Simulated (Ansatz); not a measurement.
Cost and result up the ladder for Si7 (7 atoms). The state is a singlet with charge 0. Geometry: r2SCAN-D4/def2-SVP.

```xyz
7

Si    0.2790    0.7033    2.0899
Si   -0.5697   -1.0865    1.0639
Si   -1.3642   -2.7782   -0.1207
Si    0.4219    0.6900   -2.5545
Si   -0.4519   -1.0082   -1.3616
Si    0.4680    0.9315   -0.2879
Si    1.2169    2.5481    1.1709
```

Ansatz on 4 threads of Intel Xeon 6975P-C on a shared host. Times are rough, and most runs start from the orbitals of an earlier one. No level here is sound enough to serve as a yardstick. Binding counts from free atoms at the same level (Si triplet; other spins of the atoms weren't run), without zero-point energy or a counterpoise term.

LC-ωPBE has ω = 0.4 bohr⁻¹. Correlated methods freeze 35 core orbitals. Another isomer (singlet) lies 2.49 eV lower at PBE0-D4/def2-TZVP; other spin states weren't run for this one.

Correlated methods converge slowly with the basis.

```
                         level  functions  binding energy per atom (eV)                                    remarks
             LC-ωPBE/def2-TZVP        259                          2.96              restricted SCF unstable in HF
PBE-D4/def2-TZVP (with forces)        259                          3.47              restricted SCF unstable in HF
             PBE0-D4/def2-TZVP        259                          3.32              restricted SCF unstable in HF
             CCSD(T)/def2-TZVP        259                          3.05  large T1 (0.025), restricted SCF unstable
           revPBE-D4/def2-TZVP        259                          3.37              restricted SCF unstable in HF
           r2SCAN-D4/def2-TZVP        259                          3.36              restricted SCF unstable in HF
```

Q: Estimate how long each takes.

A: revPBE-D4/def2-TZVP 1.9 s; PBE-D4/def2-TZVP (with forces) 2.5 s; LC-ωPBE/def2-TZVP 3.6 s; r2SCAN-D4/def2-TZVP 4.1 s; PBE0-D4/def2-TZVP 5.5 s; CCSD(T)/def2-TZVP 88 s. On shared hardware such times vary by a factor of up to 3.
